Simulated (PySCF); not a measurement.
# Correlation energy of Ga⁺ (gallium, charge +1)

Starting occupation: [Ar] 3d10 4s1 4d1, 4s1/2 with m_j = +1/2, 4d5/2 with m_j = +5/2. Calculation: PySCF 2.14, in x2c-TZVPall-2c with one added diffuse shell each of s, p, d type (7s8p5d1f, 63 functions); X2C-1e with screened-nucleus spin-orbit coupling, Gaussian nucleus. Frozen: [Ne]; 20 electrons correlated.

MP2 pair energies summed by pair of shells (mhartree):

```
       pair  energy  share (%)
3d3/2-3d5/2  -62.61       20.7
3d5/2-3d5/2  -42.11       14.0
3d5/2-3p3/2  -36.86       12.2
3d3/2-3p3/2  -25.13        8.3
3d5/2-3p1/2  -18.68        6.2
3d3/2-3d3/2  -17.58        5.8
3p1/2-3p3/2  -14.26        4.7
3d5/2-3s1/2  -13.41        4.4
3p3/2-3p3/2  -12.69        4.2
3d3/2-3p1/2  -11.86        3.9
3p3/2-3s1/2   -9.17        3.0
3d3/2-3s1/2   -8.98        3.0
3d5/2-4s1/2   -7.46        2.5
3d3/2-4s1/2   -4.60        1.5
3p1/2-3s1/2   -4.60        1.5
3p1/2-3p1/2   -2.79        0.9
4d5/2-4s1/2   -2.56        0.8
3s1/2-3s1/2   -1.79        0.6
3p3/2-4s1/2   -1.55        0.5
3d5/2-4d5/2   -1.04        0.3
3d3/2-4d5/2   -0.75        0.2
3p1/2-4s1/2   -0.73        0.2
3s1/2-4s1/2   -0.34        0.1
3p3/2-4d5/2   -0.13        0.0
3p1/2-4d5/2   -0.06        0.0
3s1/2-4d5/2   -0.04        0.0
```

Total MP2 correlation energy: -301.77 mhartree.

This basis was not built for core-valence correlation, so the inner-shell part is incomplete.
